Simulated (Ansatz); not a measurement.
`C#[C][SnH2][CH3]` + H₂S → `C#CS` + `[CH3][SnH3]`  (substitution at a C–Sn bond)

Isolated molecules relaxed with PBE0-D4/def2-TZVP in Ansatz; ΔE leaves out vibrations. CBS: MP2 limit from def2 TZ/QZ plus the TZ coupled-cluster correction, frozen cores. This one scheme is used for every species. DFT in def2-TZVPP. HSE06 is defined as in plane-wave codes. def2 core potentials past Kr. For Sn outer-core shells are correlated without core-valence functions, which leaves a few kJ/mol of doubt a bond. One conformer a species, not always the lowest.

Question: Is it downhill or uphill in electronic energy at CCSD(T)/CBS, and by how much? (Best estimate.)

Answer: Ansatz gave: Uphill: ΔE = +0.73 eV.

Question: What do these levels give: r2SCANh-D4, PBE-QIDH, r2SCANh, HSE06, BHLYP, HF/def2-QZVPP? (An estimate is asked.)

Answer: Ansatz gave: r2SCANh-D4 0.54, PBE-QIDH 0.62, r2SCANh 0.54, HSE06 0.51, BHLYP 0.60, HF/def2-QZVPP 0.73 eV.

Largest T1 diagnostic among the species: 0.013.

Leaving LDA and LC-ωPBE aside and taking each functional with its dispersion term where it has one, the values, not all of them listed here, spread over 0.17 eV, from PBE-D4 to ωB97M-V. LDA lies −0.10 eV from PBE without D4. From PBE to PBE0 (25 % exact exchange), in def2-TZVPP and without D4, ΔE moves by +0.06 eV. At CCSD(T), def2-SVP lies −0.11 eV from the extrapolated value and def2-TZVPP +0.00 eV.
